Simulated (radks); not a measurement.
The nuclear charge of the iridium ion Ir+ is varied continuously with 76 electrons held in [Xe] 4f14 5d7 6s1. Calculated with a radial shooting solver on a logarithmic mesh with Libxc functionals: Dirac Kohn-Sham, PBE, spin-unpolarised, spherical densities, point nucleus; open shells are shared between the two j in proportion to 2j + 1. By the Hellmann-Feynman theorem dE/dZ = E(electron-nucleus)/Z, the electronic potential at the nucleus.

Z     E (hartree)  E(electron-nucleus)/Z (hartree)   HOMO  e(HOMO) (eV)  <r> HOMO (bohr)
76.5  -17568.2223                         -575.901  5d5/2        -9.230            1.804
77    -17857.6645                         -581.870  6s1/2       -13.569            2.705
77.5  -18150.0955                         -587.857  6s1/2       -18.313            2.562
78    -18445.5254                         -593.866  6s1/2       -23.448            2.440

The central difference of E at Z = 77 is -581.873 hartree, to compare with the third column; the second derivative is -12 hartree.
